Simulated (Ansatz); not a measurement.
CH₆Cl₂Si₂, singlet, geometry from GFN2-xTB; CASSCF(2,4)/STO-3G (Ansatz, a program for electronic structure).

Here is a job for Ansatz.
Ansatz 0.2 input:
```yaml
crystal:
  periodic: [false, false, false]
  atoms:
    - {symbol: Si, position_ang: [-1.75159161, -1.56782734, 0.46426424]}
    - {symbol: C, position_ang: [-0.38162621, -1.28857151, -0.84199450]}
    - {symbol: Si, position_ang: [0.72361079, 0.23196218, -0.60584314]}
    - {symbol: Cl, position_ang: [-0.39993930, 1.91005866, -0.63522526]}
    - {symbol: Cl, position_ang: [1.68427694, 0.11520575, 1.16692994]}
    - {symbol: H, position_ang: [-2.47477116, -2.78551388, 0.08787841]}
    - {symbol: H, position_ang: [-2.66742645, -0.42788096, 0.46391080]}
    - {symbol: H, position_ang: [-1.14261544, -1.74099398, 1.78236617]}
    - {symbol: H, position_ang: [-0.85367097, -1.22662164, -1.82258215]}
    - {symbol: H, position_ang: [0.24969254, -2.17679907, -0.86853897]}
    - {symbol: H, position_ang: [1.73654047, 0.36185601, -1.64794216]}
basis:
  gaussian:
    orbitals: STO-3G
hamiltonian:
  xc: hf
magnetization: {spin_polarized: false}
correlation: {active_space: {window: {electrons: 2, orbitals: 4}}}
```

Question: Predict the main parts of the log of this Ansatz run.

Answer: 
```
Functional definition: HF
541 factors; integrals over basis functions are off by at most 3.0e-5 eV
mean field evaluation 1: about -41397.4351 eV, gradient 2.1e1 eV
mean field evaluation 2: about -41397.5188 eV, gradient 2.1e1 eV
mean field evaluation 4: about -41399.5883 eV, gradient 8.9e-1 eV
mean field evaluation 8: about -41399.5929 eV, gradient 1.1e-6 eV
mean field -41399.59285709 eV, -1521.4069758463 hartree, gradient 2.3e-6 eV, S^2 0.000000; 0 other end points of the search recorded, 0 dependent functions left out
reference -41399.59285709 eV, -1521.4069758463 hartree; 37, 37 occupied and 10, 10 virtual orbitals, 541 factors
state -41400.02700744 eV, -1521.4229305771 hartree
2 active orbitals were swapped for others, from the solution at -41399.98262646 eV, -1521.4212996063 hartree to that at -41400.02700744 eV, -1521.4229305771 hartree; typed "places" are swapped only where nearly empty or full, and so, without "given_window_search", are "orbital_numbers", "shells" and a window whose orbitals a file names under [Active]
Total energy: -41400.02700744 eV, -1521.4229305771 hartree
```
